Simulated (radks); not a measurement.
The hafnium ion Hf+, 71 electrons, occupied as [Xe] 4f14 5d2 6s1 (not the ground configuration).

Calculated with a radial shooting solver on a logarithmic mesh with Libxc functionals: Dirac Kohn-Sham, revPBE, spin-unpolarised, spherical densities, finite nucleus; open shells fill j = l - 1/2 first; Fermi nuclear charge, rms radius 5.347 fm.

Energy parts (hartree):
part                       energy
total                 -15095.6793
kinetic                16879.5051
electron-nucleus      -37571.8332
Hartree                 5906.4985
exchange-correlation    -309.8496

Orbitals (lengths in bohr, moments of r in powers of bohr; <r^-3> diverges for s and p1/2; r(max) is where P^2 peaks):
\begin{tabular}{lrrrrrrr}
orbital & occ. & eigenvalue (hartree) & <r^4> & r(max) & <1/r> & <r^-3> & small-component weight \\ \hline
1s1/2 & 2 & -2395.564 & 6.626e-07 & 0.01190 & 83.78 & - & 7.33e-02 \\
2s1/2 & 2 & -409.6458 & 0.0001002 & 0.06826 & 20.31 & - & 1.65e-02 \\
2p1/2 & 2 & -391.3026 & 0.00006069 & 0.05092 & 20.28 & - & 1.66e-02 \\
2p3/2 & 4 & -347.5073 & 0.00008643 & 0.05754 & 17.23 & 14850 & 1.51e-02 \\
3s1/2 & 2 & -93.52405 & 0.003732 & 0.1924 & 7.451 & - & 5.41e-03 \\
3p1/2 & 2 & -85.37919 & 0.003311 & 0.1804 & 7.367 & - & 5.35e-03 \\
3p3/2 & 4 & -75.99338 & 0.004304 & 0.1940 & 6.581 & 3319 & 4.92e-03 \\
3d3/2 & 4 & -62.19150 & 0.002954 & 0.1524 & 6.472 & 571.2 & 4.80e-03 \\
3d5/2 & 6 & -60.14440 & 0.003201 & 0.1562 & 6.284 & 490.4 & 4.68e-03 \\
4s1/2 & 2 & -19.03628 & 0.08930 & 0.4378 & 3.123 & - & 1.76e-03 \\
4p1/2 & 2 & -15.69669 & 0.09860 & 0.4383 & 3.013 & - & 1.68e-03 \\
4p3/2 & 4 & -13.54968 & 0.1287 & 0.4673 & 2.739 & 759.5 & 1.51e-03 \\
4d3/2 & 4 & -8.05779 & 0.1712 & 0.4660 & 2.519 & 113.4 & 1.32e-03 \\
4d5/2 & 6 & -7.66454 & 0.1866 & 0.4752 & 2.453 & 95.39 & 1.27e-03 \\
4f5/2 & 6 & -0.89510 & 0.9239 & 0.4521 & 1.933 & 15.99 & 8.44e-04 \\
4f7/2 & 8 & -0.83104 & 1.024 & 0.4573 & 1.902 & 15.21 & 8.23e-04 \\
5s1/2 & 2 & -2.69943 & 3.152 & 1.017 & 1.180 & - & 3.70e-04 \\
5p1/2 & 2 & -1.75621 & 5.200 & 1.100 & 1.046 & - & 2.96e-04 \\
5p3/2 & 4 & -1.47167 & 7.314 & 1.188 & 0.9496 & 98.34 & 2.52e-04 \\
5d3/2 & 2 & -0.34138 & 73.35 & 1.638 & 0.5870 & 5.616 & 9.71e-05 \\
5d5/2 & 0 & -0.32276 & 85.54 & 1.694 & 0.5646 & 4.514 & 8.99e-05 \\
6s1/2 & 1 & -0.39631 & 209.9 & 2.796 & 0.3919 & - & 4.69e-05 \\
\end{tabular}

The highest occupied level is 5d3/2 at -9.290 eV. The electron density at the nucleus is 1.21e+06 e/bohr^3.

Run on one thread of a shared host, so times are rough (Arm Neoverse V2): 0.17 s of CPU time, 0.17 s wall, 16 iterations on 2360 mesh points.
